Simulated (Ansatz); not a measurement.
Ansatz results at the PBE0-D4/def2-TZVP geometry: HOMO energy (PBE0/def2-TZVPP) -6.33 eV; size of the dipole moment (PBE/def2-TZVPP) 5.36 D; HOMO–LUMO gap (PBE0/def2-TZVPP) 4.62 eV.

Each molecule was computed in one conformer, which needn't be the lowest.

Problem. Which molecule gave them?
A. `[O+]#[C][Ru-5]([C]#[O+])([C]#[O+])([C]#[O+])[n+]1ccccc1`
B. `C[N+]#[C][Mo-6]([C]#[O+])([C]#[O+])([C]#[O+])([C]#[O+])[C]#[O+]`
C. `C[S+](C)[Mo-6]([C]#[O+])([C]#[O+])([C]#[O+])([C]#[O+])[C]#[O+]`
D. `[O+]#[C][Ru-5]([C]#[O+])([C]#[O+])([C]#[O+])[O+]1CCCC1`

Solution. C. The others give `C[N+]#[C][Mo-6]([C]#[O+])([C]#[O+])([C]#[O+])([C]#[O+])[C]#[O+]`: -6.42, 6.09, 5.16; `[O+]#[C][Ru-5]([C]#[O+])([C]#[O+])([C]#[O+])[O+]1CCCC1`: -6.07, 5.41, 4.13; `[O+]#[C][Ru-5]([C]#[O+])([C]#[O+])([C]#[O+])[n+]1ccccc1`: -5.82, 7.60, 3.90.
